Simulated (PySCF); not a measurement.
**Palladium: a sound run and one with changed settings**

Sound run: Pd [Kr] 4d10, Pd⁺ [Kr] 4d9. Calculation: PySCF 2.14, in cc-pVDZ-PP with ECP28MDF (4s4p3d1f, 38 functions); a scalar-relativistic core potential. In the sound run the correlated levels freeze 4s2 4p6 outside the core potential. The sound run starts from symmetry-adapted Hartree-Fock orbitals and uses a fine grid where one is needed.

Changed run: all electrons correlated in a basis built for the valence shell.

| species | method | sound run (hartree) | changed run (hartree) | converged |
| --- | --- | --- | --- | --- |
| Pd | MP2 | -126.88108 | -127.06174 | yes |
| Pd⁺ | MP2 | -126.58463 | -126.76077 | yes |

Ionisation energy of Pd:

```
 method  sound run (eV)  changed run (eV)
    UHF           6.283             6.283
    MP2           8.067             8.190
SCS-MP2           7.880             7.932
```

A valence basis has no tight correlating functions, so it recovers only part of the core correlation, and not evenly between atom and ion.

For comparison, NIST gives 8.337 eV between the lowest levels.
